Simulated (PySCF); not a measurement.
PySCF input (M06-2X/6-31G* (5d)):

```python
from pyscf import gto, dft

mol = gto.M(
    atom='''
    C     0.00751336    1.37087273    0.17539980
    C    -1.14438497    0.35348504    0.23860383
    S    -0.00513306   -1.04373398   -0.26528146
    C     1.14640594    0.33962309    0.24881721
    H     0.00839729    2.10697436    0.97620320
    H     0.01493500    1.89327114   -0.78020484
    H    -1.99362645    0.46471405   -0.42827414
    H    -1.47835350    0.10685418    1.24474232
    H     2.00284367    0.44053075   -0.41045608
    H     1.46838097    0.08902300    1.25788018
    H     0.00234600   -0.78550894   -1.59231227
    ''',
    basis='6-31g*',
    charge=1,
    spin=0,
    verbose=4,
)

mf = dft.RKS(mol, xc='m062x')
mf.grids.level = 4
mf.conv_tol = 1e-9
mf.max_cycle = 100
mf.max_memory = 1500
mf.kernel()
if not mf.converged:
    mf = mf.newton()
    mf.kernel(mf.make_rdm1())
mf.dip_moment()
```

From the output:

```
[INPUT]  8 H     -1.478353500000   0.106854180000   1.244742320000 AA   -2.793683230292   0.201925135465   2.352222080456 Bohr   0.0
[INPUT]  9 H      2.002843670000   0.440530750000  -0.410456080000 AA    3.784826006619   0.832482466949  -0.775649577363 Bohr   0.0
[INPUT] 10 H      1.468380970000   0.089023000000   1.257880180000 AA    2.774837879823   0.168229088787   2.377049037719 Bohr   0.0
[INPUT] 11 H      0.002346000000  -0.785508940000  -1.592312270000 AA    0.004433297488  -1.484396764997  -3.009034095084 Bohr   0.0

nuclear repulsion = 174.449936403827
number of shells = 40
number of NR pGTOs = 160
number of NR cGTOs = 74
basis = 6-31g*
ecp = {}

******** <class 'pyscf.dft.rks.RKS'> ********
method = RKS
initial guess = minao
damping factor = 0
level_shift factor = 0
DIIS = <class 'pyscf.scf.diis.CDIIS'>
diis_start_cycle = 1
diis_space = 8
diis_damp = 0
SCF conv_tol = 1e-09
SCF conv_tol_grad = None
SCF max_cycles = 100
direct_scf = True
direct_scf_tol = 1e-13
XC library pyscf.dft.libxc version 7.1.2
    S. Lehtola, C. Steigemann, M. J. T. Oliveira, and M. A. L. Marques,  SoftwareX 7, 1–5 (2018)
XC functionals = m062x
    Y. Zhao and D. G. Truhlar,  Theor. Chem. Acc. 120, 215 (2008)
    Y. Zhao and D. G. Truhlar,  Theor. Chem. Acc. 120, 215 (2008)
radial grids:
    Treutler-Ahlrichs [JCP 102, 346 (1995); DOI:10.1063/1.469408] (M4) radial grids

becke partition: Becke, JCP 88, 2547 (1988); DOI:10.1063/1.454033
pruning grids: <function nwchem_prune>
grids dens level: 4
symmetrized grids: False
atomic radii adjust function: <function treutler_atomic_radii_adjust>
small_rho_cutoff = 0
Set gradient conv threshold to 3.16228e-05
Initial guess from minao.
tot grids = 224472
init E= -517.148628384576
  HOMO = -0.330844946758138  LUMO = -0.0542202465564654  gap/eV = 7.52734
cycle= 1 E= -516.27797604425  delta_E= 0.871  |g|= 0.289  |ddm|= 2.85
  HOMO = -0.611979878745729  LUMO = -0.244404313762971  gap/eV = 10.00224
cycle= 2 E= -516.298312596619  delta_E= -0.0203  |g|= 0.181  |ddm|= 0.633
  HOMO = -0.580229971125142  LUMO = -0.199250740280958  gap/eV = 10.36697
cycle= 3 E= -516.307023796914  delta_E= -0.00871  |g|= 0.026  |ddm|= 0.225
  HOMO = -0.581064813836865  LUMO = -0.200223766107677  gap/eV = 10.36321
cycle= 4 E= -516.307200477388  delta_E= -0.000177  |g|= 0.00932  |ddm|= 0.0394
  HOMO = -0.58133480240013  LUMO = -0.200134857110649  gap/eV = 10.37298
cycle= 5 E= -516.307223460321  delta_E= -2.3e-05  |g|= 0.00227  |ddm|= 0.0116
  HOMO = -0.581235868709452  LUMO = -0.200085167646832  gap/eV = 10.37164
cycle= 6 E= -516.307224886413  delta_E= -1.43e-06  |g|= 0.00077  |ddm|= 0.00333
  HOMO = -0.581267027523432  LUMO = -0.20010692457319  gap/eV = 10.37189
cycle= 7 E= -516.307225054004  delta_E= -1.68e-07  |g|= 0.000139  |ddm|= 0.00101
  HOMO = -0.581289121239309  LUMO = -0.200117097317197  gap/eV = 10.37222
cycle= 8 E= -516.307225059514  delta_E= -5.51e-09  |g|= 4.45e-05  |ddm|= 0.000196
  HOMO = -0.581283484357289  LUMO = -0.200113428327235  gap/eV = 10.37217
cycle= 9 E= -516.307225060062  delta_E= -5.48e-10  |g|= 8.94e-06  |ddm|= 5.59e-05
  HOMO = -0.58128473452517  LUMO = -0.200113752935223  gap/eV = 10.37219
Extra cycle  E= -516.307225060079  delta_E= -1.72e-11  |g|= 6.02e-06  |ddm|= 1.91e-05
converged SCF energy = -516.307225060079

WARN: System has nonzero charge 1; the dipole moment is origin-dependent.
Location of origin: [0. 0. 0.]

Dipole moment(X, Y, Z, Debye):  0.00428,  0.11943, -0.79878
```

The dipole moment of an ion depends on the origin.

The geometry given is a B3LYP-D3(BJ)/def2-TZVP minimum.
